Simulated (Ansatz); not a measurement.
# Molecular dynamics, step by step

CuH₂O (charge +1), singlet, PBE0-D4/def2-SVP (Ansatz 0.2.0). Settings (timestep in fs, temperature in K; T counts 6 degrees of freedom):

```yaml
hamiltonian: {xc: pbe0, dispersion: d4}
md: {n_steps: 30, timestep: 1.0, temperature: 100, ensemble: nve, seed: 602, initial_velocities: maxwell_boltzmann}
```

Start:

Cu1  (-0.221, -0.117, -1.718)
O2  (0.024, 0.015, 0.201)
H3  (0.493, 0.719, 0.663)
H4  (-0.296, -0.616, 0.855)
(Å)

```
step  time (fs)  potential energy less the start (meV)  kinetic energy (meV)  T (K)
   0       0.00                                    0.0                  25.9    100
   2       2.00                                   19.3                   9.2     36
   4       4.00                                    2.2                  23.9     93
   6       6.00                                   19.6                   8.7     34
   8       8.00                                    4.6                  21.4     83
  10      10.00                                   22.7                   5.6     22
  12      12.00                                   10.2                  16.2     62
  14      14.00                                   22.7                   5.2     20
  16      16.00                                   12.3                  14.3     55
  18      18.00                                   20.6                   7.2     28
  20      20.00                                   13.8                  13.0     50
  22      22.00                                   17.2                  10.2     39
  24      24.00                                   14.4                  12.9     50
  26      26.00                                   11.4                  15.7     61
  28      28.00                                   13.0                  14.4     56
  30      30.00                                    8.4                  18.4     71
```

Step 8, positions (Å) and forces (eV/Å):

```json
{"atom": "Cu1", "x": "-0.221", "y": "-0.117", "z": "-1.714", "Fx": "0.004", "Fy": "0.032", "Fz": "-0.182"}
{"atom": "O2", "x": "0.026", "y": "0.018", "z": "0.185", "Fx": "-0.261", "Fy": "-0.440", "Fz": "0.068"}
{"atom": "H3", "x": "0.473", "y": "0.698", "z": "0.694", "Fx": "0.221", "Fy": "0.348", "Fz": "0.153"}
{"atom": "H4", "x": "-0.317", "y": "-0.629", "z": "0.820", "Fx": "0.036", "Fy": "0.060", "Fz": "-0.039"}
```

Step 20, positions (Å) and forces (eV/Å):

```
atom       x       y       z      Fx      Fy      Fz
 Cu1  -0.221  -0.117  -1.712  -0.008   0.026  -0.294
  O2   0.026   0.015   0.176   0.466   0.757   0.228
  H3   0.474   0.724   0.688  -0.341  -0.545  -0.351
  H4  -0.330  -0.625   0.795  -0.117  -0.239   0.417
```

Step 28, positions (Å) and forces (eV/Å):

```tsv
atom	x	y	z	Fx	Fy	Fz
Cu1	-0.221	-0.116	-1.713	-0.025	-0.014	-0.219
O2	0.025	0.010	0.181	0.648	1.084	0.121
H3	0.474	0.740	0.666	-0.359	-0.590	-0.407
H4	-0.314	-0.595	0.837	-0.264	-0.480	0.505
```

Last step (30):

Cu1  (-0.221, -0.116, -1.714)
O2  (0.026, 0.011, 0.183)
H3  (0.464, 0.728, 0.653)
H4  (-0.317, -0.603, 0.871)
(Å)

Hardware: 2 CPU threads of an Arm Neoverse V1, shared host. Wall time about 31 s.
